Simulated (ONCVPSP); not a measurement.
## Plane-wave convergence, ONCV potential for Fe (Z = 26)

| Quantity | Value |
| --- | --- |
| Element | iron |
| Generator | ONCVPSP 4.0.1 |
| Type | optimised norm-conserving Vanderbilt (ONCV) |
| Functional | PBE |
| Relativity | scalar-relativistic |
| Frozen core | [Ar] |
| Valence charge | 8 |
| Reference configuration | 3d6 4s1.5 (charge +0.5) |
| Partial waves | 4s: rc 2.45 bohr, ncon 5, nbas 9, qcut 3.3 1/bohr, 2 projectors, debl 1.6 Ha; p scattering state at 0.17 Ha: rc 2.15 bohr, ncon 4, nbas 8, qcut 3.1 1/bohr, 3 projectors, debl 3.5 Ha; 3d: rc 1.35 bohr, ncon 4, nbas 9, qcut 13.9 1/bohr, 1 projector |
| Local potential | polynomial inside 1.15 bohr (lpopt 5, dvloc0 6 Ha) |
| Core correction | Teter function, fcfact 4.5, rcfact 1.1 |

In the p channel the program set the typed energies aside and used 0.050, 3.550, 7.050 Ha.

For each optimised wave give the share of its norm inside rc, the residual kinetic energy above qcut (Ha) and the cutoffs (Ha) for errors of 10, 1, 0.1 and 0.01 mHa per electron.

```csv
wave,norm inside rc,residual KE,10 mHa,1 mHa,0.1 mHa,0.01 mHa
4s,0.410,2.3e-04,2.8,4.5,8.3,30.3
s projector 2,0.133,1.1e-03,4.3,5.7,13.2,37.6
p projector 1,0.060,1.1e-04,0.8,2.4,5.0,12.2
p projector 2,0.152,7.4e-02,11.2,23.9,55.9,72.8
p projector 3,0.109,1.1e+00,48.2,73.9,88.3,119.5
3d,0.723,2.6e-08,52.1,63.2,72.6,80.2
```

The occupied waves need 63 Ha and 73 Ha for 1 and 0.1 mHa. Note: no bound ghost flagged; GHOST(+) flagged for s at 56.0 eV, p at 239.3 eV.
